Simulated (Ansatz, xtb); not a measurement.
Breaking the B1–O2 bond in BO (multiplicity 2 held). Energies count from the point at 1.202 Å.


R- and RO- levels are restricted; in cc, def2 and unpolarised 6-31G sets they are followed outwards from rest. U- levels take the lowest unrestricted solution at each point, which mixes spins at long bonds. Left out are points that failed, MP2 points that dive below the minimum, coupled-cluster points behind a jump of the amplitudes or a sharp parting from full CI or MRCI, small-basis points behind a change of solution, and semi-empirical points at long bonds. Curves can end on different states.

Correlated levels freeze the cores.

Codes used: Ansatz (a first-principles code) with Gaussian orbitals; xtb for the GFN methods. Each number belongs to the level named beside it. The GFN methods have no spin term and hold the electronic entropy of 300 K.

Energies in kJ/mol.

| R (Å) | GFN2-xTB | RO-HF/cc-pVDZ | U-HF/cc-pVDZ | U-MP2/cc-pVDZ | RO-SCS-MP2/cc-pVDZ | U-SCS-MP2/cc-pVDZ |
|---|---|---|---|---|---|---|
| 0.962 | 466 | 408 | 412 | 481 | 480 | 475 |
| 1.082 | 68 | 64 | 65 | 100 | 100 | 97 |
| 1.202 | 0 | 0 | 0 | 0 | 0 | 0 |
| 1.322 | 67 | 71 | 69 | 38 | 33 | 43 |
| 1.442 | 184 | 201 | 194 | 174 | 125 | 187 |
| 1.623 | 384 | 411 | 282 | 404 | 313 | 379 |
| 1.803 | 575 | 512 | 378 | 493 | 538 | 466 |
| 2.104 | 838 | 657 | 499 | 673 | 708 | 642 |
| 2.404 | 1009 | 775 | 529 | 760 | 845 | 726 |
| 2.765 | 1131 | 835 | 534 | 788 | 984 | 753 |
| 3.246 | 1221 | 858 | 533 | 797 | 1025 | 760 |
| 3.847 | left out | 866 | 535 | 800 | 1037 | 763 |
| 4.808 | left out | 869 | 537 | 803 | 1041 | 766 |

Doubts at one or more of the structures used: a restricted determinant that unrestricted orbitals would lower (RO-HF/cc-pVDZ, RO-SCS-MP2/cc-pVDZ); a spin-contaminated determinant (U-HF/cc-pVDZ, U-MP2/cc-pVDZ, U-SCS-MP2/cc-pVDZ).
